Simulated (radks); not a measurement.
Results of a calculation; reference values are marked as such.
Task: Radial electron density D(r) = 4 pi r^2 rho(r) of an atom or ion with 29 electrons. Code: a radial shooting solver on a logarithmic mesh with Libxc functionals. Model: Dirac Kohn-Sham, RPBE, spin-unpolarised, spherical densities, finite nucleus; Fermi nuclear charge, rms radius of each element as measured or else 0.836 A^(1/3) + 0.57 fm.

```
   r/bohr * D(r) (the largest magnitude, 45, reaches the edge; | marks zero)
 0.004485 |     *
 0.005839 |        *
 0.007543 |            *
 0.009822 |                  *
  0.01279 |                          *
  0.01665 |                                  *
  0.02151 |                                         *
  0.02801 |                                              *
  0.03648 |                                               *
  0.04712 |                                           *
  0.06135 |                                       *
  0.07989 |                                       *
    0.104 |                                              *
   0.1344 |                                                      *
    0.175 |                                                    *
   0.2278 |                                       *
   0.2967 |                            *
   0.3832 |                             *
    0.499 |                                  *
   0.6498 |                              *
   0.8461 |                  *
    1.093 |        *
    1.423 |  *
    1.853 |*
    2.394 |*
    3.117 *
    4.059 *
    5.285 *
```

What is the nuclear charge?

Result: Z = 32. The innermost maximum, from 1s, lies near gamma/Z bohr with gamma = sqrt(1 - (Z/c)^2) = 0.972, here 0.0304 bohr (found: 0.0329), and its height grows with Z. The density is that of the germanium ion Ge3+ in [Ar] 3d10 4s1; the configuration itself is not fixed sharply by these data, and Z only to about a unit. D(r) has 3 maxima, at r = 0.0329, 0.148, 0.519 bohr, and minima at 0.0697, 0.327 bohr, inside which lie 2.10, 10.98 electrons.
